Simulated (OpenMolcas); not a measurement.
## Se4+: CASPT2 settings compared

```
Program             : OpenMolcas 26.06
Basis               : ANO-RCC-VTZP [6s5p3d1f]
Scalar Hamiltonian  : DKH2, point nucleus
Active space        : 2 electrons in 4 orbitals (4s 4p)
State averaging     : 2S+1 = 1 even, 7 roots; 2S+1 = 3 even, 3 roots kept (CI in the orbitals of an earlier block); 2S+1 = 1 odd, 3 roots; 2S+1 = 3 odd, 3 roots kept (CI in the orbitals of an earlier block)
Spin-orbit coupling : RASSI with atomic mean-field integrals over the reference wave functions, term energies averaged over their components
```

Methods on the same reference wave functions:
A. CASSCF
B. SS-CASPT2, IPEA 0.2 Eh, real shift 0.25 Eh (closed shells correlated: 3d)
C. SS-CASPT2, IPEA 0.1 Eh, sigma1 regulariser 0.3 Eh (closed shells correlated: 3s 3p 3d)
D. SS-CASPT2, IPEA 0.5 Eh, sigma1 regulariser 0.2 Eh (closed shells correlated: 3s 3p 3d)
E. MS-CASPT2, IPEA 0.1 Eh, sigma1 regulariser 0.3 Eh (closed shells correlated: 3s 3p 3d)
F. MS-CASPT2, IPEA 0.2 Eh, real shift 0.25 Eh (closed shells correlated: 3d)

Energies in eV above 4s2 1S0, the measured ground level; measured values from the list in Rauch et al., Astron. Astrophys. 606, A105 (2017).

```csv
Level,A,B,C,D,E,F,Measured
4s2 1S0,0.0000,0.0000,0.0000,0.0000,0.0000,0.0000,0.0000
4s 4p 3P* 0,10.9740,10.878,10.870,10.906,10.876,10.883,11.1275
4s 4p 3P* 1,11.1324,11.035,11.027,11.063,11.033,11.040,11.3260
4s 4p 3P* 2,11.4754,11.380,11.372,11.407,11.378,11.384,11.7735
4s 4p 1P* 1,17.5198,16.641,16.594,16.696,16.600,16.646,16.3328
4p2 3P0,26.0597,26.077,26.093,26.130,26.099,26.081,26.2591
4p2 3P1,26.2877,26.315,26.331,26.368,26.338,26.319,26.5439
4p2 3P2 [63 %],26.6119,26.530,26.500,26.604,26.507,26.534,27.1048
4p2 1D2 [63 %],28.2457,27.125,27.038,27.251,27.044,27.129,26.4338
4p2 1S0,31.8560,30.864,30.841,30.930,30.854,30.873,30.8457
```

Deviations, from unrounded energies. A percentage is the sum of absolute deviations over the sum of measured energies, with the sign that they share, or ± where signs differ.

```tsv
Against measurement	Levels	A	B	C	D	E	F
mean absolute deviation (cm-1)	9	5000	2600	2500	2600	2500	2600
other configurations (%)	9	±3.0	±1.6	±1.5	±1.6	±1.5	±1.6
```

C, D, E, F lie about equally close to measurement and A furthest from it. The largest miss of E in the table is 4p2 1D2 [63 %], by +4900 cm-1. The ranking rests on the paired levels alone, and a cruder setting can come out closer through cancelling errors.

Among B to F the level of the table that moves most is 4p2 1D2 [63 %], by 1700 cm-1 (lowest in C, highest in D).

The lowest spin-free term lies below A's lowest term by 0.042 hartree in B, 0.071 hartree in C, 0.071 hartree in D, 0.072 hartree in E, 0.042 hartree in F.

Over all roots computed the reference weight is 0.94 to 0.99 in C, 0.94 to 0.99 in E; the roots of lowest weight are the least certain, and an intruder state may touch them. Terms from blocks run as CI alone lack orbitals of their own. The ¹D term of p² mixes with s d, which this space lacks. Some levels mix across a computed gap that differs much from the measured one, so their mixing is not that of the real levels (holds for B; C; D; E; F). Computed and measured levels are paired by configuration, term and J; levels that our copy of the source lacks, or whose pairing is in doubt (as where it misses far off the trend of its configuration), stay unpaired and out of the deviations. Only configurations of the active space appear.

A share in square brackets marks a mixed level and gives the weight of the term that names it, the lowest over the columns. * marks odd parity.
